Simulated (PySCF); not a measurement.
Species: C₆H₁₄N₃Si (charge +1).
SMILES with atom numbers: `[CH3:1][CH2:2][CH2:3][n+:4]1[n:5][n:6]([CH3:7])[cH:8][c:9]1[SiH3:10]`

Geometry (GFN2-xTB, Å), atoms numbered from 1 in this order:
```xyz
24
C6H14N3Si angstrom
C      2.4946   -1.1360    0.0871
C      2.2831    0.3669   -0.0297
C      1.2092    0.7244   -1.0653
N     -0.0883    0.2714   -0.6437
N     -0.5143   -0.9011   -1.0077
N     -1.6747   -1.0703   -0.4491
C     -2.4301   -2.2691   -0.6626
C     -2.0060    0.0074    0.2892
C     -0.9646    0.9041    0.1711
Si    -0.7837    2.6635    0.9060
H      3.2752   -1.3431    0.8129
H      2.7989   -1.5557   -0.8677
H      1.5896   -1.6445    0.4129
H      3.2123    0.8413   -0.3444
H      2.0054    0.7837    0.9399
H      1.4320    0.2273   -2.0115
H      1.1651    1.8044   -1.2133
H     -2.6430   -2.7566    0.2889
H     -3.3730   -2.0376   -1.1593
H     -1.8424   -2.9339   -1.2921
H     -2.9228    0.0784    0.8355
H      0.4205    2.6107    1.7279
H     -0.6390    3.5217   -0.2666
H     -2.0157    2.8624    1.6525
```

Probes without a nucleus sit at each ring's centroid and 1 Å off its mean plane on both sides; NICS is minus the shielding there, NICSzz its component along the normal. Level: GIAO PBE0/pcSseg-1 (PySCF, non-relativistic, gas phase) on the GFN2-xTB geometry, one conformer.

Ring bond lengths (Å), with Mayer bond orders in brackets: N4–N5 1.300 (1.28), N5–N6 1.299 (1.26), N6–C8 1.348 (1.16), C8–C9 1.379 (1.48), C9–N4 1.353 (1.11).

Problem. What do the NICS probes read (ppm)?

Solution. 
```tsv
ring	type	NICS(0)	NICS(1), two faces	NICS(1)zz, two faces	rms pucker (Å)	centre to ring atoms, mean (Å)
N4–N5–N6–C8–C9	5-membered ring with 3 N; formal bonds all aromatic	-13.2	-12.3 / -12.4	-29.7 / -30.9	0.00	1.14
```

Problem. What do they say, and how far can they be read as aromaticity?

Solution. 
- N4–N5–N6–C8–C9: mean NICS(1)zz -30.3 ppm, shielded. The ring is flat and has no four-coordinate atom; by the NICS criterion it is aromatic.

Problem. And the bond-length index? HOMA = 1 − mean of α(R − Ropt)² over the ring bonds, with Krygowski's 1993 parameters (CC: Ropt 1.388 Å, α 257.7 Å⁻²; CN: Ropt 1.334 Å, α 93.52 Å⁻²; NN: Ropt 1.309 Å, α 130.33 Å⁻²).

Solution. 
- N4–N5–N6–C8–C9: HOMA 0.98; the largest term is that of C9–N4, α(R − Ropt)² = 0.04. The geometric and the magnetic index point the same way.

Problem. At the first NICS(1) probe listed for ring N4–N5–N6–C8–C9, 1 Å off the ring, what do the in-plane components average?

Solution. The isotropic value is a third of the trace: (3 × -12.3 − (-29.7))/2 = -3.6 ppm.

Problem. List the ring angles and the Hirshfeld charges of the ring atoms.

Solution. 
- N4–N5–N6–C8–C9: N4 112.2° (+0.097 e), N5 106.9° (+0.014 e), N6 110.6° (+0.098 e), C8 106.7° (+0.022 e), C9 103.7° (-0.033 e); sum 540.0° against 540° for a flat convex ring.
